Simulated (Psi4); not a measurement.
hydrogen chloride (HCl), singlet, at a GFN2-xTB geometry. Base run: MP2/STO-3G run with Psi4 1.11.

Input for Psi4:
```
memory 2 GB

molecule {
0 1
  Cl   -0.00000000   -0.00000000   -0.07094563
  H     0.00000000    0.00000000    1.20607566
}

set basis sto-3g

energy('mp2')
print_variables()
```

Variants of this job, named by their change:

```csv
change,ΔE vs base (kcal/mol),MP2 correlation (Eh),basis functions,outcome
base,0.000,-0.01292,10,converged
method = ccsd(t),-3.76,-0.01293,10,converged
method = cepa(1),-,-,10,stopped with an error
puream = on,0.000,-0.01292,10,converged
method = fno-ccsd(t),-,-,10,stopped with an error
method = ccsd,-3.76,-0.01293,10,converged
method = dlpno-mp2,-,-,10,stopped with an error
scf_type = pk; mp2_type = conv,0.154,-0.01293,10,converged
method = mp4,-,-,10,stopped with an error
method = omp2,-0.060,-0.01292,10,converged
```

- method = cepa(1): ended with `Fatal Error: ndocc must be less than nvirt`
- method = fno-ccsd(t): ended with `Fatal Error: ndocc must be less than nvirt`
- method = dlpno-mp2: ended with `Fatal Error: Maximum DLPNO iterations exceeded.`
